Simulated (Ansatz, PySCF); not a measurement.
Molecule: SnBr2, charge -1, multiplicity 2. 
Coordinates optimised at B3LYP-D3(BJ)/def2-TZVP (Ansatz, a first-principles code):
```
Sn
Br 1 2.7054
Br 1 2.7054 2 100.45
```
Charge -1, spin multiplicity 2.

Total electronic energies in hartree. Valence correlation only, unless marked. UHF or UKS for open shells. Spin-orbit coupling is left out. The frozen core is the preceding noble-gas configuration, with the filled d and f shells of earlier blocks. Past Kr the def2 sets carry scalar-relativistic core potentials. STO-3G rows are all-electron and non-relativistic. Basis-set limits of correlation are two-point, X^-3; Hartree-Fock from the larger set. The bracket is a focal-point correction in the basis named.

```csv
level,program,energy (Eh)
RI-HF/def2-QZVPP,Ansatz,-5358.46801
SVWN5/def2-TZVPD,Ansatz,___
BLYP/def2-TZVPD,PySCF,-5362.80415
BP86-D3(BJ)/def2-TZVPD,PySCF + dftd3,-5363.48054
r2SCAN-D3(BJ)/def2-TZVPD,Ansatz + dftd3,-5362.85452
r2SCAN-D4/def2-TZVPD,Ansatz + dftd4,-5362.85438
B3LYP-D4/def2-TZVPD,Ansatz + dftd4,-5362.94147
PBE0-D4/def2-TZVP,Ansatz + dftd4,-5362.21240
HSE06-D3(BJ)/def2-TZVPD,Ansatz + dftd3,-5362.22321
HSE06/def2-TZVPD,Ansatz,-5362.21951
B2PLYP-D3(BJ)/def2-TZVPD,Ansatz + dftd3,___
RI-MP2/def2-TZVPP,Ansatz,-5358.76329
RI-MP2/def2-QZVPP,Ansatz,-5358.90965
SCS-MP2/STO-3G,Ansatz,-11052.65075
"RI-MP2/CBS(def2-TZVPPD,def2-QZVPPD)+[CCSD(T)-MP2]/def2-TZVPPD",Ansatz,-5358.9986
```

Question: Fill in the missing entries.

Answer: 
- SVWN5/def2-TZVPD, energy (Eh): -5355.38628
- B2PLYP-D3(BJ)/def2-TZVPD, energy (Eh): -5361.69151
